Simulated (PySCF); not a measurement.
PySCF job for C₃H₅BO₂, SMILES C=C1OCB1O, B3LYP/pcSseg-1. Coordinates come from a PBE0-D3(BJ)/def2-SVP optimisation. This is a generated structure with no PubChem entry under its InChIKey; it may be hypothetical. The values are those of a single conformer.

```python
import numpy as np
from pyscf import gto, scf, dft
from pyscf.prop.nmr import rks as nmr

mol = gto.M(
    atom='''
    C    -1.02358548   -1.83513623    0.00000000
    C    -0.22237269   -0.76489303    0.00000000
    O     1.16203168   -0.79352558    0.00000000
    C     1.36700082    0.64246453    0.00000000
    B    -0.22243746    0.79851630   -0.00000000
    O    -1.15452713    1.75817720   -0.00000000
    H    -2.10491739   -1.69218924   -0.00000000
    H    -0.62414229   -2.85286035    0.00000000
    H     1.92576554    0.96416728    0.89587839
    H     1.92576554    0.96416728   -0.89587839
    H    -0.79657642    2.65230892   -0.00000000
    ''',
    basis='pcSseg-1',
    charge=0,
    spin=0,
    max_memory=1600,
    verbose=3,
)
mf = dft.RKS(mol, xc='b3lyp')
mf.grids.level = 3
mf.conv_tol = 1e-10
mf.max_cycle = 100
mf.kernel()
n = nmr.NMR(mf)
n.verbose = 2
n.max_cycle_cphf = 60
sigma = n.kernel()
print('atom   isotropic/ppm   span/ppm')
for i, s in enumerate(sigma):
    w = np.linalg.eigvalsh((s + s.T) / 2)
    print(f'{mol.atom_symbol(i):2s}{i + 1:3d} {w.mean():14.3f} {w[2] - w[0]:11.3f}')
```

Output:

```
converged SCF energy = -292.598516315036
atom   isotropic/ppm   span/ppm
C   1         80.988     170.726
C   2         -2.062     157.711
O   3        173.555     224.346
C   4        107.247     101.586
B   5         51.273      74.387
O   6        168.454     269.088
H   7         26.924       4.238
H   8         26.616       5.732
H   9         27.306       6.980
H  10         27.306       6.980
H  11         26.119      11.307
```

Self-consistency was reached.
